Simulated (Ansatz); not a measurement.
Triflate at its PBE0-D4/def2-TZVPD geometry, where that method's forces vanish. Total charge -1; spin multiplicity 1.

```xyz
8

O     1.3683   -1.3248   -0.2844
S     0.3576   -0.7384    0.5685
O    -0.8168   -1.5525    0.7943
O     0.8545   -0.0262    1.7255
C    -0.3064    0.6327   -0.4871
F    -0.8272    0.1736   -1.6348
F    -1.2768    1.3186    0.1352
F     0.6468    1.5170   -0.8170
```

(1) What forces (eV/Å) does ωB97M-V/def2-TZVPPD give on these atoms in Ansatz? (Estimate.)

## Answers

(1) Ansatz gave: 
```
O1   0.026 -0.001 -0.045
S2  -0.008  0.017 -0.013
O3  -0.051 -0.009 -0.007
O4   0.008  0.044  0.025
C5   0.103 -0.214  0.164
F6  -0.087 -0.094 -0.195
F7  -0.167  0.110  0.120
F8   0.176  0.146 -0.049
```
